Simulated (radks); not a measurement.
The numbers below are computed, except where a source is named.
Mean orbital radii <r> (bohr) of the germanium ion Ge2+, [Ar] 3d10 4s2, at several levels of relativity; Dirac values are averaged over j with weights 2j + 1. Spin-unpolarised spherical Kohn-Sham, PBE, point nucleus unless stated (finite: rms radius 4.0742 fm), a radial shooting solver on a logarithmic mesh with Libxc functionals. A level marked "c x" has the speed of light scaled by that factor.

shell	non-rel.	scalar-rel.	scalar-rel., finite nucleus	Dirac	change of magnitude, last against first (%)
1s	0.04786	0.04700	0.04700	0.04700	-1.79
2s	0.2139	0.2100	0.2100	0.2098	-1.90
2p	0.1853	0.1837	0.1837	0.1836	-0.88
3s	0.6350	0.6242	0.6242	0.6241	-1.72
3p	0.6515	0.6469	0.6469	0.6468	-0.73
3d	0.7280	0.7316	0.7316	0.7317	+0.51
4s	1.970	1.941	1.941	1.942	-1.45
